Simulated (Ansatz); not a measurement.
Reactions of C5H12O, SMILES `CCC(O)CC`.

Computed with Ansatz on PBE0-D4/def2-TZVP structures; ΔE is electronic, products minus reactants. CBS: MP2 limit from def2 TZ/QZ plus the TZ coupled-cluster correction, frozen cores. This one scheme is used for every species. For Se outer-core shells are correlated without core-valence functions, which leaves a few kJ/mol of doubt a bond. Scalar relativity is left out up to krypton. Each species was taken in one conformer, which may not be the lowest.

(1) Order these by ΔE at CCSD(T)/CBS, lowest first. (An estimate is asked.)
A. `CCC(O)CC` + `CBO` → `CBOCC` + `CCCO`
B. `CCC(O)CC` + `C=CC` → `C=C(C)C(CC)CC` + H₂O
C. `CCC(O)CC` + `B[SeH]` → `B[Se]CC` + `CCCO`
D. `CCC(O)CC` + `N=C(F)Cl` → `C/N=C(/F)Cl` + `CCC(C)O`
E. `CCC(O)CC` + `OCF` → `COCF` + `CCC(C)O`
F. `CCC(O)CC` + `C[NH][AlH][Cl]` → `C[N](C)[AlH][Cl]` + `CCC(C)O`

Largest T1 diagnostic: 0.013, for `N=C(F)Cl`.

Results:

(1) B (-0.55 eV), C (+0.11 eV), D (+0.20 eV), F (+0.28 eV), E (+0.43 eV), A (+0.56 eV).
